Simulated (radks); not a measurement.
Results of a calculation; reference values are marked as such.
All-electron atom: Cs4+ in [Kr] 4d10 5s2 5p3. Code: a radial shooting solver on a logarithmic mesh with Libxc functionals. Model: Dirac Kohn-Sham, exchange-only PBE, spin-unpolarised, spherical densities, point nucleus; open shells are shared between the two j in proportion to 2j + 1.

Unscreened Slater integrals over Kohn-Sham orbitals (hartree). Large and small components are both included.

integral            value
F0(5p3/2,5p3/2)   0.47651
F2(5p3/2,5p3/2)   0.25951
F0(5p3/2,5p1/2)   0.48463
G2(5p3/2,5p1/2)   0.26258
F0(5p3/2,5s1/2)   0.50703
G1(5p3/2,5s1/2)   0.33889
F0(5p3/2,4d5/2)   0.59030
F2(5p3/2,4d5/2)   0.17471
G1(5p3/2,4d5/2)  0.052477
G3(5p3/2,4d5/2)  0.050615
F0(5p1/2,5p1/2)   0.49336
F0(5p1/2,5s1/2)   0.51753
G1(5p1/2,5s1/2)   0.35508
F0(5p1/2,4d5/2)   0.60849
G3(5p1/2,4d5/2)  0.056290
F0(5s1/2,5s1/2)   0.54687
F0(5s1/2,4d5/2)   0.66331
G2(5s1/2,4d5/2)  0.081263
F0(4d5/2,4d5/2)    1.0776
F2(4d5/2,4d5/2)   0.54790
F4(4d5/2,4d5/2)   0.36525
